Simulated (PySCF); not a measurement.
CH4ClNOSi2, SMILES Cl[Si@H]1N=CO[SiH2]1. Heavy atoms are numbered as in [Cl:1][Si@H:2]1[N:3]=[CH:4][O:5][SiH2:6]1. Hydrogens are named by the atom that carries them.

Coordinates come from a PBE-D3(BJ)/def2-SVP optimisation. The structure was generated by enumeration; whether it is a known compound was not checked.

All values below come from PBE/pcSseg-1 (PySCF).

GIAO shieldings, no solvent; atoms alike by connectivity are averaged. δ = σ(ref) − σ: ³⁵Cl against HCl (σ = 936.5 ppm); ²⁹Si against TMS (σ = 335.4 ppm); ¹⁵N against NH3 (σ = 267.0 ppm); ¹³C against TMS (σ = 182.0 ppm); ¹⁷O against H2O (σ = 334.3 ppm); ¹H against TMS (σ = 31.49 ppm), references at their B3LYP-D3(BJ)/def2-TZVP geometries, non-relativistic (without spin–orbit terms, shifts of atoms bonded to Cl or Br come out too high).

Question: Estimate the chemical shifts. (Estimate from the structure and the level; the computed values follow.)

Answer: 
```csv
nucleus,atoms,count,δ (ppm)
³⁵Cl,Cl1,1,31.6
²⁹Si,Si2 (SiH),1,12.7
²⁹Si,Si6 (SiH2),1,-29.5
¹⁵N,N3,1,269.6
¹³C,C4 (CH),1,171.3
¹⁷O,O5,1,232.2
¹H,H on C4,1,7.99
¹H,H on Si2,1,6.47
¹H,H on Si6,2,5.20
```
